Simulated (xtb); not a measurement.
ClFH2OSi, SMILES [SiH](F)(Cl)O. All values are semi-empirical tight-binding results from xtb (GFN2-xTB unless named), good for trends rather than for accurate numbers. Geometry optimised at GFN2-xTB. Other conformers were not sampled.

The orbital gap is 7.44 eV and the dipole moment is 1.52 D. The zero-point energy is 16.2 kcal/mol and the G − E(el) at 298.15 K (modified RRHO) comes out as -2.2 kcal/mol. The static polarisability (D4 model) is 54.6 bohr³ and the solvation energy, GFN2-xTB/ALPB(water) comes out as -4.7 kcal/mol. The solvation energy, GFN2-xTB/ALPB(dmso) is -6.8 kcal/mol.
